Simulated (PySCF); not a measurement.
## Removal energies of Hf⁵⁴⁺ from EOM-IP-GCCSD

Reference: closed-shell Hf⁵⁴⁺, [Ar]; one electron is removed. Calculated with PySCF 2.14, two-component X2C-1e with screened spin-orbit coupling, an uncontracted even-tempered set (17 s from 5.3 bohr⁻², ratio 2.6; 14 p from 6.9 bohr⁻², ratio 2.6; 5 d from 7.1 bohr⁻², ratio 2.8; 3 f from 110 bohr⁻², ratio 2.8); frozen [Ne]; the 60 highest virtual spinors dropped; of the others 50 kept and the rest restored at second order. No Breit or QED terms. Binding energies in eV.

```json
{"level": "3s1/2", "Koopmans": "5869.7", "second order": "5870.6", "EOM-CCSD": "5851.1"}
{"level": "3p1/2", "Koopmans": "5664.1", "second order": "5663.8", "EOM-CCSD": "5663.8"}
{"level": "3p3/2", "Koopmans": "5353.6", "second order": "5354.6", "EOM-CCSD": "5355.0"}
```

In EOM-CCSD the overlap with the one-orbital guess is low for 3s1/2 (weight 0.78). That can mean mixing with two-hole, one-particle states, where second order and EOM-CCSD lose accuracy, or only a rotation among the degenerate components of the shell; the terms of those configurations are not listed.

For comparison, the ionisation energy of Hf⁵⁴⁺ is 5350 ± 5 eV (theoretical estimate listed by NIST; NIST Atomic Spectra Database, ionization energies).
